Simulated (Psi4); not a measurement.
Intermolecular potential of C2H2 ··· H4Si (SMILES C#C and [SiH4]). Monomers: optimised at B3LYP-D3(BJ) (def2-TZVP), held rigid. Orientation: lowest of the rigid-body minima from ten starts at GFN2-xTB. Only R, the distance of the centres of mass, is varied, so the lowest point isn't the relaxed dimer.

Levels: PBE/def2-TZVP, counterpoise-corrected (Psi4); PBE-D3(BJ)/def2-TZVP, counterpoise-corrected (Psi4); B3LYP-D3(BJ)/def2-TZVP, counterpoise-corrected (Psi4); SAPT0/jun-cc-pVDZ, frozen core (Psi4).

Interaction energies in kJ/mol; the last columns give the difference from SAPT0:

```csv
R / Å,PBE/def2-TZVP,PBE-D3(BJ)/def2-TZVP,B3LYP-D3(BJ)/def2-TZVP,SAPT0/jun-cc-pVDZ,PBE/def2-TZVP − SAPT0/jun-cc-pVDZ,PBE-D3(BJ)/def2-TZVP − SAPT0/jun-cc-pVDZ,B3LYP-D3(BJ)/def2-TZVP − SAPT0/jun-cc-pVDZ
3.98,14.87,10.27,12.89,19.17,-4.30,-8.91,-6.28
4.14,8.70,4.53,6.37,11.72,-3.02,-7.19,-5.35
4.37,3.89,0.35,1.59,5.70,-1.81,-5.35,-4.11
4.55,2.00,-1.08,-0.06,3.21,-1.22,-4.29,-3.28
4.72,1.01,-1.65,-0.74,1.87,-0.86,-3.52,-2.62
4.98,0.30,-1.78,-0.98,0.84,-0.54,-2.62,-1.82
5.24,0.06,-1.54,-0.83,0.40,-0.34,-1.94,-1.23
5.58,0.01,-1.10,-0.55,0.17,-0.16,-1.27,-0.72
6.02,0.05,-0.63,-0.30,0.07,-0.02,-0.70,-0.37
6.79,0.08,-0.22,-0.12,0.03,0.05,-0.25,-0.15
7.78,0.05,-0.07,-0.05,0.01,0.03,-0.08,-0.07
9.05,0.02,-0.02,-0.02,0.01,0.01,-0.03,-0.02
```

PBE/def2-TZVP is furthest from SAPT0/jun-cc-pVDZ at 3.98 (-4.30 kJ/mol, below); its mean absolute difference over the points is 1.03 kJ/mol.

PBE-D3(BJ)/def2-TZVP is furthest from SAPT0/jun-cc-pVDZ at 3.98 (-8.91 kJ/mol, below); its mean absolute difference over the points is 3.01 kJ/mol.

B3LYP-D3(BJ)/def2-TZVP is furthest from SAPT0/jun-cc-pVDZ at 3.98 (-6.28 kJ/mol, below); its mean absolute difference over the points is 2.17 kJ/mol.
